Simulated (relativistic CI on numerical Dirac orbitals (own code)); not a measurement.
Charge states of antimony

These numbers are calculated, not measured: Dirac-Coulomb-Breit CI, orbitals from a KLI potential per configuration, model QED, valence Slater integrals scaled by 0.9 (own radial code, finite nucleus).

Each species is treated in one configuration, given outside its closed core. Radial values are for the open shell of highest l, unscaled and averaged over j; ζ includes the Breit term. Labels give the leading LS character, summed over repeated terms.

```
  Ion  Configuration  Its lowest level  LS weight (%)  ⟨r⟩ (bohr)  ⟨r²⟩ (bohr²)   ζ (cm⁻¹)    g_J  g√(J(J+1))
Sb²⁴⁺            3d⁹             ²D5/2            100      0.2917       0.09984      32050  1.196        3.54
Sb²⁵⁺            3d⁸               ³F4             95      0.2879       0.09701      33040  1.233        5.51
Sb²⁶⁺            3d⁷             ⁴F9/2             79      0.2841       0.09433      34050  1.278        6.36
Sb²⁷⁺            3d⁶               ⁵D4             68      0.2804       0.09178      35090  1.398        6.25
Sb²⁸⁺            3d⁵             ⁶S5/2             67      0.2769       0.08934      36160  1.822        5.39
Sb²⁹⁺            3d⁴     J = 0 (mixed)             48      0.2735       0.08702      37260               0.00
Sb³⁰⁺            3d³             ⁴F3/2             71      0.2702        0.0848      38380  0.550        1.07
Sb³¹⁺            3d²               ³F2             84      0.2669       0.08267      39530  0.722        1.77
Sb³²⁺             3d                 ?              ?           ?             ?          ?      ?           ?
Sb³³⁺         3s²3p⁶               ¹S0            100                                                    0.00
Sb³⁴⁺         3s²3p⁵            ²P°3/2            100      0.2913       0.09794     319500  1.329        2.57
Sb³⁵⁺         3s²3p⁴               ³P2             73      0.2891       0.09646     325200  1.359        3.33
Sb³⁶⁺         3s²3p³   J = 3/2 (mixed)             43       0.287       0.09502     331000  1.416        2.74
Sb³⁷⁺         3s²3p²               ³P0             74      0.2848       0.09363     336800               0.00
Sb³⁸⁺          3s²3p            ²P°1/2            100      0.2828       0.09227     342800  0.658        0.57
Sb³⁹⁺            3s²               ¹S0            100                                                    0.00
Sb⁴⁰⁺             3s             ²S1/2            100      0.2886       0.09484             1.994        1.73
Sb⁴¹⁺         2s²2p⁶               ¹S0            100                                                    0.00
Sb⁴²⁺         2s²2p⁵            ²P°3/2            100      0.1035         0.013  1.395e+06  1.318        2.55
Sb⁴³⁺         2s²2p⁴               ³P2             71      0.1026       0.01276  1.424e+06  1.338        3.28
Sb⁴⁴⁺         2s²2p³   J = 3/2 (mixed)             46      0.1017       0.01253  1.453e+06  1.367        2.65
Sb⁴⁵⁺         2s²2p²               ³P0             71      0.1008       0.01231  1.483e+06               0.00
Sb⁴⁶⁺          2s²2p            ²P°1/2            100     0.09999        0.0121  1.513e+06  0.644        0.56
Sb⁴⁷⁺            2s²               ¹S0            100                                                    0.00
```

(1) Fill in the row of Sb³²⁺.

Answers

(1) Its lowest level ²D3/2; LS weight (%) 100; ⟨r⟩ (bohr) 0.2638; ⟨r²⟩ (bohr²) 0.08064; ζ (cm⁻¹) 40700; g_J 0.794; g√(J(J+1)) 1.54.
